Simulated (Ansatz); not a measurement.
Computed with Ansatz on PBE0-D4/def2-TZVP structures; ΔE is electronic, products minus reactants. CBS: MP2 limit from def2 TZ/QZ plus the TZ coupled-cluster correction, frozen cores. DFT in def2-TZVPP. One conformer a species, not always the lowest.

`N=C1OC1([SiH3])Cl` → `C[Si](O)(Cl)C#N`  (isomerisation)

`N=C1OC1([SiH3])Cl`:

Cartesian coordinates in Å:
```
N -0.740 -0.456 2.269
C -0.800 -0.213 1.055
O -1.462 0.502 0.129
C -0.354 -0.404 -0.292
Si 1.152 0.439 -1.067
Cl -0.879 -1.844 -1.133
H -1.443 0.059 2.798
H 2.265 -0.536 -1.068
H 1.474 1.626 -0.240
H 0.787 0.827 -2.449
```

`C[Si](O)(Cl)C#N`:

Cartesian coordinates in Å:
```
C 0.433 0.921 -1.041
Si -0.393 -0.151 0.198
O -0.589 0.676 1.582
Cl -2.172 -0.885 -0.491
C 0.632 -1.659 0.541
N 1.288 -2.580 0.760
H 0.600 0.373 -1.970
H -0.189 1.793 -1.255
H 1.396 1.263 -0.656
H -1.005 0.249 2.333
```

CCSD(T)/CBS gives -550.8 kJ/mol.

(1) Another level gave -513.0 kJ/mol. Which?
A. r2SCAN/def2-TZVPP
B. ωB97M-V/def2-TZVPP
C. PBE-D4/def2-TZVPP
D. PBE0-D4/def2-TZVPP

Largest T1 diagnostic among the species: 0.015.

Results:

(1) A. r2SCAN -513.0, PBE0-D4 -502.2, PBE-D4 -475.0, ωB97M-V -536.7 kJ/mol.

In def2-TZVPP, CCSD(T) changes the Hartree–Fock value by +42.4 kJ/mol (the triples alone add +11.1 kJ/mol) and MP2 by +25.9 kJ/mol. From PBE to PBE0 (25 % exact exchange), in def2-TZVPP and without D4, ΔE moves by −27.1 kJ/mol.

CCSD(T)/CBS has its own doubt, a few kJ/mol and more with outer-core shells, so smaller differences from it don't rank the levels.
